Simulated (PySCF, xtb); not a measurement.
Si(F)(H)(SMe)2 (C2H7FS2Si), SMILES CS[SiH](F)SC.

The structure is a stationary point at B3LYP-D3(BJ)/def2-SVP. One conformer was computed; it need not be the lowest.

Method: IEF-PCM-PBE0/def2-SVP in PySCF.

The values are the electrostatic part of the solvation free energy, E(continuum) − E(gas) at the gas-phase geometry, in a cavity of scaled van der Waals radii (PySCF's table); cavitation and dispersion terms are not included. In vacuum the orbital gap is 7.21 eV. The dipole moment in vacuum is 3.25 D.

Estimate the values in water (ε = 78.36), ethylethanoate (ε = 5.99), 2-propanol (ε = 19.26). (The exact figures need the calculation; the answer reports its results.)


```json
[
 {"solvent": "water", "ε": "78.36", "ΔG(elec) (kcal/mol)": "-4.8", "dipole (D)": "4.25", "gap (eV)": "7.35"},
 {"solvent": "ethylethanoate", "ε": "5.99", "ΔG(elec) (kcal/mol)": "-3.7", "dipole (D)": "3.99", "gap (eV)": "7.32"},
 {"solvent": "2-propanol", "ε": "19.26", "ΔG(elec) (kcal/mol)": "-4.5", "dipole (D)": "4.18", "gap (eV)": "7.34"}
]
```

For comparison, GFN2-xTB/ALPB(water) (xtb, at the GFN2-xTB geometry, all terms of that model) gives -0.4 kcal/mol.
